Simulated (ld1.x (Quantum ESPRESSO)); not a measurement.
## PBE TM dataset for Dy, scalar-relativistic all-electron reference.

Input for ld1.x (Quantum ESPRESSO) 7.5:

```
&input
   title='Dy', zed=66., rel=1, dft='PBE', iswitch=3,
   config='[Xe] 4f10 5d0 6s2 6p0',
   nld=4, rlderiv=3.95, eminld=-4.0, emaxld=5.0, deld=0.02
 /
 &inputp
   pseudotype=2, tm=.true., lloc=0,
   nlcc=.true., rcore=0.55,
   file_pseudopw='Dy.UPF', file_wfcaegen='ae.wfc', file_wfcncgen='nc.wfc', file_beta='beta', file_chi='chi'
 /
4
5P  2  1   6.00   0.00  2.15  2.15  0.0
5D  3  2   0.00   0.00  3.65  3.65  0.0
4F  4  3  10.00   0.00  1.15  1.15  0.0
6S  1  0   2.00   0.00  2.65  2.65  0.0
 &test
   configts(1)='4f10 5p6 5d0 6s2 6p0'
 /
```

Command:

```bash
ld1.x < Dy.in > Dy.out
```

The program printed (shortened: banner, matrices, multipoles, cross overlaps and the repeated all-electron block are left out):

```
[... start of the log left out ...]
     s(5P/5P) =  1.000000  <r> =   1.5468  <r2> =    2.7304  r(max) =   1.3302
     s(4D/4D) =  1.000000  <r> =   0.6098  <r2> =    0.4317  r(max) =   0.5341
     s(4F/4F) =  1.000000  <r> =   0.8818  <r2> =    1.0934  r(max) =   0.5408
     s(5D/5D) =  1.000000  <r> =   3.5232  <r2> =   16.1394  r(max) =   2.1124
     s(6S/6S) =  1.000000  <r> =   4.1141  <r2> =   19.3101  r(max) =   3.4828
     s(6P/6P) =  1.000000  <r> =   5.9474  <r2> =   40.9488  r(max) =   4.8203

     ------------------------ End of All-electron run ------------------------

     --------------------- Generating NC pseudopotential ---------------------

      Generating local pot.: lloc=0, matching radius rcloc =   2.6500

      Computing core charge for nlcc:

       r > 0.55 : true rho core
       r < 0.55 : rho core = a sin(br)/r    a=  94.89  b=   4.10

      Integrated core pseudo-charge :  24.05

      Wfc   5P  rcut= 2.139  Using Troullier-Martins method

      Wfc   5D  rcut= 3.616  Using Troullier-Martins method

      Wfc   4F  rcut= 1.145  Using Troullier-Martins method

     ------------------- End of pseudopotential generation -------------------

     Computing logarithmic derivative in   3.97138

 %%%%%%%%%%%%%%%%%%%%%%%%%%%%%%%%%%%%%%%%%%%%%%%%%%%%%%%%%%%%%%%%%%%%%%%%%%%%%%
     Error in routine run_pseudo (1):
     Errors in PS-KS equation
 %%%%%%%%%%%%%%%%%%%%%%%%%%%%%%%%%%%%%%%%%%%%%%%%%%%%%%%%%%%%%%%%%%%%%%%%%%%%%%

     stopping ...
```

The run stopped because the pseudo-atom solver did not find the valence states with the expected number of nodes, which is the usual sign of a ghost state.

The run took about 0.49 s on one core of a shared server CPU.
